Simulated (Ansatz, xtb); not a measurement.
GeH8SiSn: where a starting geometry ends

The starting geometry of this gas-phase singlet has its atoms placed at random.

```xyz
11

Ge    0.7884   -0.8214    0.0563
Si   -0.8126    0.1192   -0.5899
Sn    0.9225    1.5956    0.7566
H     0.4935   -0.2537   -1.9342
H     1.0380   -2.2652   -0.4832
H     1.3493   -1.4916   -1.5254
H     0.7846    1.9291   -1.5054
H    -0.8538   -0.7685    0.5736
H    -0.3561    1.8016   -1.4343
H     0.0706    0.3006    2.0709
H    -1.9926   -0.5870   -0.5349
```

Task: Guess where an optimisation with r2SCAN-D4/def2-SVP ends from this start.

Result: It falls apart into GeH6SiSn + H2. Distances that change by over a tenth: Ge1–Si2 (1.97 → 2.61 Å), Ge1–H6 (1.81 → 1.55 Å), Sn3–H10 (2.03 → 1.78 Å). Contacts that open: Ge1–H8 (1.72 → 3.55 Å). Contacts that close: Ge1–H4 (2.09 → 1.85 Å), Si2–H4 (1.91 → 1.64 Å), H7–H9 (1.15 → 0.76 Å).

The energy falls by 9.21 eV over 27 steps:

```
step  E − E(last) (eV)
   1             9.209
   4             3.245
   7             1.162
  10             0.384
  13             0.036
  15             0.005
  18             0.002
  21             0.001
  24             0.000
  27             0.000
```

Final geometry (Å):

```xyz
11

Ge    1.3711   -0.7640   -0.3491
Si   -1.1512   -0.1923   -0.0117
Sn    0.6850    1.2740    1.2692
H    -0.3204   -1.3270   -0.8467
H     1.6375   -2.2357    0.0474
H     1.6640   -0.6642   -1.8665
H     0.4783    2.3323   -1.9982
H    -1.9963   -1.2084    0.6852
H     0.3520    2.0852   -2.7052
H     0.5591   -0.0454    2.4639
H    -1.8472    0.3044   -1.2383
```

From the same start GFN2-xTB ends elsewhere, in pieces: GeH6SiSn + H2.

From so rough a start the end depends on the optimiser's path, so another program may land elsewhere. No frequencies were run, so the end isn't proven a minimum. Atoms past krypton carry core potentials, without spin–orbit terms. Run with Ansatz 0.2.0, 49 s on 2 threads of Intel(R) Xeon(R) 6975P-C (Granite Rapids), with other jobs on the host.
